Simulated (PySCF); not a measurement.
**Electronic absorption of C5H10NPSi**

C5H10NPSi.
Geometry (GFN2-xTB, Å), atoms numbered from 1 in this order:
```
atom  x, y, z in Å
C1     2.347    1.176   -0.714
C2     1.542    1.116    0.332
C3     0.788   -0.111    0.722
C4     0.677   -0.240    2.138
N5     0.556   -0.329    3.274
Si6   -1.001   -0.040   -0.032
C7    -1.938   -1.616    0.468
P8    -0.621   -0.056   -2.245
H9     2.857    2.084   -0.987
H10    2.534    0.315   -1.335
H11    1.364    1.987    0.949
H12    1.282   -1.002    0.322
H13   -1.669    1.157    0.507
H14   -2.984   -1.554    0.188
H15   -1.889   -1.775    1.541
H16   -1.519   -2.492   -0.020
H17   -1.954    0.083   -2.588
H18   -0.381    1.302   -2.351
```

Level of theory: TDDFT wB97X-D/def2-SVPD, vertical, gas phase, core orbitals frozen in the response (PySCF 2.14.0, density-fitted response routines).

Problem. Predict the UV-vis stick spectrum at this level.

Solution. 

```csv
state,E (eV),E (kJ/mol),λ (nm),f,|μ| (D),"main configurations (H = HOMO, L = LUMO)"
S1,6.64,641,186.7,0.031,1.11,"H→L (35%), H-1→L+1 (19%), H-1→L+4 (12%)"
S2,6.78,654,183.0,0.137,2.31,"H→L (50%), H-1→L+2 (19%), H-1→L (9%)"
S3,7.03,679,176.3,0.024,0.95,"H-1→L (72%), H-1→L+1 (11%)"
S4,7.18,693,172.6,0.032,1.08,"H→L+1 (35%), H→L+2 (14%), H→L+5 (13%)"
S5,7.25,699,171.1,0.289,3.24,"H-1→L+2 (29%), H→L+3 (27%), H→L+1 (18%)"
S6,7.27,702,170.4,0.078,1.68,"H-1→L+1 (33%), H-1→L+2 (15%), H→L+3 (14%)"
S7,7.37,711,168.2,0.040,1.20,"H-1→L+3 (56%), H-1→L (12%)"
S8,7.56,729,164.0,0.032,1.05,"H-1→L+4 (19%), H→L+7 (14%), H→L+2 (10%)"
```

Triplets, Tamm–Dancoff:

| state | E (eV) | λ (nm) | main configurations (H = HOMO, L = LUMO) |
| --- | --- | --- | --- |
| T1 | 4.44 | 279.4 | H→L (68%), H-1→L (9%) |
| T2 | 5.87 | 211.1 | H-1→L+1 (55%), H→L+1 (9%), H-1→L+2 (8%) |
| T3 | 6.01 | 206.2 | H-1→L+4 (34%), H-1→L+2 (19%), H-1→L+3 (12%) |

The lowest singlet lies at 6.64 eV (187 nm, vacuum ultraviolet) and is of moderate strength; its leading configuration is HOMO→LUMO (35%). The most intense listed level is S5 at 7.25 eV (171 nm, f = 0.289), 0.61 eV above S1. Löwdin shares by element: HOMO carbon 59% or more, silicon 9% (atoms not listed hold the other 32%); LUMO carbon 63% or more, silicon 6% (atoms not listed hold the other 30%). Of the 8 states listed, 8 reach f = 0.01 and none stays under 0.0005. The listed states span 0.92 eV, and the widest gap between neighbours is 0.26 eV (S2 to S3). The oscillator strengths of these states sum to 0.662; summed over the whole spectrum of an exact calculation they would give the number of electrons, 76 (Thomas–Reiche–Kuhn). The window holds the lowest 8 singlets.

One conformer stands for the species.
